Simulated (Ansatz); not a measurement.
Two isomers of C3H7AlO: A = `C[C]1(C)[O][AlH]1`, B = `C/[C]([AlH2])=C\O`.

Gas-phase electronic energies from Ansatz, PBE0-D4/def2-TZVP geometries. CCSD(T)/CBS adds triple-zeta CCSD(T) − MP2 to the extrapolated MP2 energy (def2 sets, frozen cores). DFT in def2-TZVPP. B3LYP here is the variant with VWN-RPA as its local correlation; programs differ in this. Each species was taken in one conformer, which may not be the lowest.

Problem. Which isomer does CCSD(T)/CBS put lower? Give the gap. (Estimate.)

Solution. Ansatz gave: A, by 25.6 kJ/mol.

Problem. Give E(B) − E(A) in kJ/mol with PBE-D4, r2SCAN-D4, B3LYP-D4, CCSD/def2-TZVPP, B2PLYP, HF/def2-TZVPP, MP2/def2-TZVPP. (Estimate.)

Solution. Ansatz gave: PBE-D4 24.1, r2SCAN-D4 25.4, B3LYP-D4 13.9, CCSD/def2-TZVPP 19.0, B2PLYP 20.3, HF/def2-TZVPP -14.8, MP2/def2-TZVPP 30.2. The order is the other way round with HF/def2-TZVPP.

Problem. Does the order hold for the free energy at 298.15 K (harmonic terms from PBE0-D4)? (Estimate.)

Solution. Ansatz gave: Yes: G(B) − G(A) = +13.8 kJ/mol, for one conformer each.

Largest T1 diagnostic: 0.015.

At CCSD(T), def2-SVP lies −11.1 kJ/mol from the extrapolated value and def2-TZVPP −3.7 kJ/mol. Leaving LDA and LC-ωPBE aside and taking each functional with its dispersion term where it has one, the values, not all of them listed here, spread over 16.2 kJ/mol, from BHLYP-D4 to r2SCAN-D4. LDA lies +9.5 kJ/mol from PBE without D4.
